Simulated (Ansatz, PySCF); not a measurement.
C2H5NO2Si, SMILES C1=N[SiH2]OCO1. Atoms are numbered in the order given.

```xyz
11

C      1.5179    -0.1709    -0.2576
N      0.7183    -1.1410    -0.4181
Si    -0.9455    -0.9692     0.0599
O     -1.0308     0.6261     0.6356
C     -0.1609     1.5011    -0.0021
O      1.2172     1.1069     0.0787
H      2.6111    -0.2645    -0.3683
H     -1.2925    -1.8588     1.1912
H     -1.8596    -1.1907    -1.0925
H     -0.2068     2.4864     0.4812
H     -0.4034     1.6035    -1.0803
```

Coordinates come from a B3LYP-D3(BJ)/def2-SVP optimisation. This is a generated structure with no PubChem entry under its InChIKey; it may be hypothetical. The values are those of a single conformer.

Two levels are set side by side: PBE-D3(BJ)/def2-SVP (Ansatz, an electronic-structure program) and B3LYP-D3(BJ)/def2-SVP (Ansatz). Each level has its own optimised geometry; the coordinates shown are those of the second. Frequencies come from the Hessian of PySCF at each geometry. Differences are taken from unrounded values.

```csv
quantity,B3LYP-D3(BJ)
mean bond length (Å),1.379
bond C1–N2 (Å),1.267
bond C1–O6 (Å),1.355
bond N2–Si3 (Å),1.740
bond Si3–O4 (Å),1.698
bond O4–C5 (Å),1.389
bond C5–O6 (Å),1.436
bond C1–H7 (Å),1.103
bond Si3–H8 (Å),1.480
bond Si3–H9 (Å),1.487
bond C5–H10 (Å),1.098
bond C5–H11 (Å),1.110
highest harmonic wavenumber (cm⁻¹),3131
mean harmonic wavenumber (cm⁻¹),1250
zero-point energy (kcal/mol),48.24
```

What does PBE-D3(BJ) give, and how far is it from B3LYP-D3(BJ)? (Estimate from the structure and the level; the computed values follow.)


| quantity | PBE-D3(BJ) | PBE-D3(BJ) minus B3LYP-D3(BJ) |
|---|---|---|
| mean bond length (Å) | 1.389 | 0.011 |
| bond C1–N2 (Å) | 1.278 | 0.011 |
| bond C1–O6 (Å) | 1.361 | 0.006 |
| bond N2–Si3 (Å) | 1.747 | 0.008 |
| bond Si3–O4 (Å) | 1.715 | 0.017 |
| bond O4–C5 (Å) | 1.394 | 0.005 |
| bond C5–O6 (Å) | 1.448 | 0.012 |
| bond C1–H7 (Å) | 1.112 | 0.009 |
| bond Si3–H8 (Å) | 1.494 | 0.014 |
| bond Si3–H9 (Å) | 1.502 | 0.015 |
| bond C5–H10 (Å) | 1.107 | 0.009 |
| bond C5–H11 (Å) | 1.120 | 0.010 |
| highest harmonic wavenumber (cm⁻¹) | 3054 | -77 |
| mean harmonic wavenumber (cm⁻¹) | 1208 | -42 |
| zero-point energy (kcal/mol) | 46.62 | -1.62 |

GGA bonds tend to be longer and softer than those of functionals with exact exchange. Differences between two approximate levels are no errors against the true value.
